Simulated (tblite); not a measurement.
`[H]/N=C/C=[C]\C(=S)C#C` [radical] (doublet state). Computed geometry: GFN2-xTB, gas phase. This method treats the open shell by occupation alone, without spin polarisation.

```
atom  x, y, z in Å
C1    -3.5178    0.0693   -0.2771
C2    -2.4202   -0.4176   -0.2934
C3    -1.1614   -1.0527   -0.3668
S4    -1.0520   -2.5417   -1.2576
C5    -0.0767   -0.5715    0.2168
C6     1.0411   -0.1464    0.7230
C7     1.9740    0.7337    0.0265
N8     3.0174    1.1083    0.6197
H9    -4.4689    0.5111   -0.2467
H10    1.3420   -0.4168    1.7282
H11    1.6835    1.0074   -0.9950
H12    3.6403    1.7162    0.0962
```

Task: What is the longest distance between nuclei?

Result: H9···H12, 8.21 Å; the next longest distance is 7.56 Å.

Task: What is the repulsion energy of the bare nuclei, Σ ZA·ZB/RAB?

Result: 333.25 Eh over 66 pairs, with full nuclear charges and distances in bohr; the largest single term is 29.22 Eh (C3 with S4).

Task: What are the angles C1–C2–C3, C2–C3–S4, C5–C6–C7, C7–C6–H10, C6–C7–N8, C6–C7–H11, N8–C7–H11, C7–N8–H12?

Result: From the scalar product of the two bond vectors; for C1–C2–C3 it is -1.6921 Å² over 1.2009 × 1.4118 Å², cos θ = -0.998026. C1–C2–C3 176.4°; C2–C3–S4 117.9°; C5–C6–C7 124.2°; C7–C6–H10 114.6°; C6–C7–N8 119.0°; C6–C7–H11 115.2°; N8–C7–H11 125.8°; C7–N8–H12 116.4°.

Task: How far are the heavy atoms from their best plane (unweighted least squares)?

Result: 0.305 Å rms; C1 0.13, C2 0.03, C3 0.06, S4 0.21, C5 0.34, C6 0.57, C7 0.47, N8 0.13 Å (magnitudes).

Task: Give the dihedral angles H10–C6–C7–N8, C5–C6–C7–N8, H11–C7–N8–H12, H10–C6–C7–H11, C5–C6–C7–H11, C6–C7–N8–H12.

Result: H10–C6–C7–N8 0° (synperiplanar); C5–C6–C7–N8 179° (antiperiplanar); H11–C7–N8–H12 0° (synperiplanar); H10–C6–C7–H11 180° (antiperiplanar); C5–C6–C7–H11 -2° (synperiplanar); C6–C7–N8–H12 180° (antiperiplanar). Dihedral signs follow IUPAC: positive where, seen along the central bond, the front bond turns clockwise onto the rear one.

Task: Where is the centre of mass (commonest isotopes), and what is the radius of gyration?

Result: Mass 122.006 u; centre at (-0.320, -0.652, -0.251) Å; Rg = √(Σ m r²/M) = 2.477 Å. As Ia + Ib + Ic = 2 Σ m r², the three principal moments sum to 1497.0 u·Å².

Its GFN2-xTB frequencies are all real (lowest 54 cm⁻¹).

On one thread, Arm Neoverse V1 (aarch64), shared host with 32 logical CPUs at a one-minute load of 11, this took 0.83 s. This is the geometry optimisation.

One conformer stands for the species.
